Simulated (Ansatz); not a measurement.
A further run on the cluster Ni2O2⁻.

```yaml
crystal:
  periodic: [false, false, false]
  atoms:
    - {symbol: Ni, position_ang: [1.077745, -0.010694, -0.045051]}
    - {symbol: Ni, position_ang: [-1.187539, 0.011785, 0.049568]}
    - {symbol: O, position_ang: [0.042607, -1.433128, 0.044078]}
    - {symbol: O, position_ang: [0.067178, 1.432047, -0.048605]}
basis:
  gaussian: {orbitals: def2-mTZVPP}
total_charge: -1
magnetization: {spin_polarized: true, initial_magnetization: 1}
hamiltonian: {xc: {name: wB97X}}
scf: {omitted_lower_state_checks: [starts]}
output: {forces: true}
```

```sh
$ ansatz run in.yaml --threads 4 --pin off --events-out ev --progress --plain --max-ram 3916MiB
```

Shortened log:

```
Functional definition: wB97X
1138 factors; integrals over basis functions are off by at most 1.7e-4 eV
236 factors; integrals over basis functions are off by at most 1.1e-5 eV
mean field evaluation 1: about -86174.6766 eV, gradient 5.0e1 eV
mean field evaluation 2: about -86129.2682 eV, gradient 1.7e2 eV
mean field evaluation 4: about -86180.7794 eV, gradient 2.0e1 eV
mean field evaluation 8: about -86181.7225 eV, gradient 2.4e0 eV
mean field evaluation 16: about -86182.5023 eV, gradient 4.0e-1 eV
mean field evaluation 32: about -86183.1010 eV, gradient 3.2e-1 eV
mean field -86183.10357731 eV, -3167.1706394604 hartree, gradient 6.2e-6 eV, S^2 1.658382; 0 other end points of the search recorded, 0 dependent functions left out
reference -86183.10354939 eV, -3167.1706384343 hartree; 37, 36 occupied and 77, 78 virtual orbitals, 1138 factors
Total energy: -86183.10354939 eV, -3167.1706384343 hartree
Atom 0 at     1.077745    -0.010694    -0.045051 Å, force    -0.287020     0.000748    -0.052010 eV/Å
Atom 1 at    -1.187539     0.011785     0.049568 Å, force     0.072738    -0.002381    -0.055740 eV/Å
Atom 2 at     0.042607    -1.433128     0.044078 Å, force     0.108075     0.106142     0.050467 eV/Å
Atom 3 at     0.067178     1.432047    -0.048605 Å, force     0.106207    -0.104509     0.057283 eV/Å
Dipole moment:     0.017420     0.000072     0.006859 e Å
Checks for a lower state left out: starts
```

Hardware: 4 threads of Arm Neoverse V2 on a shared host. Wall time 37 s, peak host memory 0.62 GiB.

The highest occupied level of an anion often lies above zero with these methods, and sets without diffuse functions describe the outer electron poorly. The charge -1 doublet is spin-contaminated (final ⟨S²⟩ up to 1.66, 0.75 for a pure state).

The dipole of an ion depends on the origin.
